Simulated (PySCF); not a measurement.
C3HBrClF, SMILES FC=C=C(Br)Cl. Heavy atoms are numbered as in [F:1][CH:2]=[C:3]=[C:4]([Cl:5])[Br:6]. Hydrogens are named by the atom that carries them.

Geometry optimised at B3LYP-D3(BJ)/def2-SVP. The structure was generated by enumeration, and PubChem lists no compound with its InChIKey, so it may never have been made.

Level of theory: PBE/def2-TZVP run with PySCF.

ESP charges are fitted to the potential on shells at 1.4 to 2.0 van der Waals radii. Atomic charges (e), one atom of each kind:

```csv
atom,ESP fit,IAO
F1,-0.06,-0.23
C2 (CH),___,0.14
C3,0.09,-0.09
C4,___,-0.10
Cl5,0.02,0.04
Br6,0.02,0.07
H on C2,___,0.17
```

**Question.** Fill in the missing entries. (An estimate is asked for; the answer gives what the named calculation found.)

**Answer.** 
- C2 (CH), ESP fit: -0.12
- C4, ESP fit: -0.14
- H on C2, ESP fit: 0.18

**Question.** Give the Mayer and Wiberg (Löwdin basis) orders of the bonds. (The exact figures need the calculation; the answer reports its results.)

**Answer.** 
```
bond    Mayer  Wiberg
------  -----  ------
F1–C2    1.16    1.79
C2–C3    1.78    2.03
C3–C4    1.69    2.05
C4–Cl5   1.20    1.71
C4–Br6   1.18    1.60
```
